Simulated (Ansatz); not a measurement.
Consider the redistribution: `[BH2][SnH2][CH3]` + `C[CH2][GeH2][CH3]` → `B[CH2][GeH2][CH3]` + `[CH3][SnH2][CH3]`.

Isolated molecules relaxed with PBE0-D4/def2-TZVP in Ansatz; ΔE leaves out vibrations. CBS: MP2 limit from def2 TZ/QZ plus the TZ coupled-cluster correction, frozen cores. Functionals use def2-TZVPP. Elements past krypton have def2 core potentials. For Ge, Sn outer-core shells are correlated without core-valence functions, which leaves a few kJ/mol of doubt a bond. Scalar relativity is left out up to krypton. One conformer a species, not always the lowest.

(1) Is it downhill or uphill in electronic energy at CCSD(T)/CBS, and by how much? (Estimate.)

(2) What do these levels give: r2SCAN-D4, ωB97X-V, r2SCAN, HF/def2-TZVPP, MP2/def2-QZVPP, HF/CBS(def2)? (Estimate.)

Largest T1 diagnostic among the species: 0.012.

Results:

(1) The calculation gave: Downhill: ΔE = -0.79 eV.

(2) Ansatz gave: r2SCAN-D4 -0.83, ωB97X-V -0.74, r2SCAN -0.83, HF/def2-TZVPP -0.62, MP2/def2-QZVPP -0.86, HF/CBS(def2) -0.63 eV.

In def2-TZVPP, CCSD(T) changes the Hartree–Fock value by −0.15 eV (the triples alone add −0.04 eV) and MP2 by −0.22 eV.
